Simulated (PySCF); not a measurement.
Species: C3H4O3S2Si.
Bonds: O1–C2 (double), C2–O3, O3–Si4, Si4–O5, Si4–S6, S6–C7, C7–C8 (double), C8–S9, Si4–S9. Hydrogens: H10 on C2; H11 on O5; H12 on C7; H13 on C8.

NICS = −σ at a ghost point: NICS(0) at the centroid of the ring atoms, NICS(1) 1 Å to either side along the normal of their mean plane, zz for the tensor component along that normal. Level: GIAO PBE0/pcSseg-1 (PySCF, non-relativistic, gas phase) on the GFN2-xTB geometry, one conformer.

Ring bond lengths (Å), with Mayer bond orders in brackets: Si4–S6 2.131 (0.97), S6–C7 1.746 (1.09), C7–C8 1.329 (1.79), C8–S9 1.746 (1.09), S9–Si4 2.131 (0.97).

Give the NICS values of each ring in ppm.

```tsv
ring	type	NICS(0)	NICS(1), two faces	NICS(1)zz, two faces	rms pucker (Å)	centre to ring atoms, mean (Å)
Si4–S6–C7–C8–S9	5-membered ring with 2 S and Si; formal bonds 1 double, 4 single	-8.2	-5.2 / -5.1	-5.3 / -5.2	0.04	1.53
```

What can be read from them?

- Si4–S6–C7–C8–S9: mean NICS(1)zz -5.2 ppm, shielded. Si4 has four or more neighbours; no verdict on aromaticity is drawn.

At the second NICS(1) probe listed for ring Si4–S6–C7–C8–S9, 1 Å off the ring, what do the in-plane components average?

The isotropic value is a third of the trace: (3 × -5.1 − (-5.2))/2 = -5.0 ppm.

Give the inner angles of the rings and the Hirshfeld charges of the ring atoms.

- Si4–S6–C7–C8–S9: Si4 101.0° (+0.433 e), S6 95.2° (-0.047 e), C7 124.1° (-0.081 e), C8 124.1° (-0.081 e), S9 95.2° (-0.047 e); sum 539.6° against 540° for a flat convex ring.

What are the shieldings of the ring atoms and their hydrogens in the same run (means over atoms taken as equivalent)?

```tsv
atoms	environment	σ isotropic (ppm)
Si4	oxygen-bound silicon	328.1
S6 (×2)	sulfur bonded to C and Si	520.3
C7 (×2)	alkene CH carbon	64.0
H12 (×2)	vinylic hydrogen	25.72
```

Conformer computed: `[O:1]=[CH:2][O:3][Si:4]1([OH:5])[S:6][CH:7]=[CH:8][S:9]1`: O1–C2–O3–Si4 0°, C2–O3–Si4–O5 0°, H–O5–Si4–O3 0°.
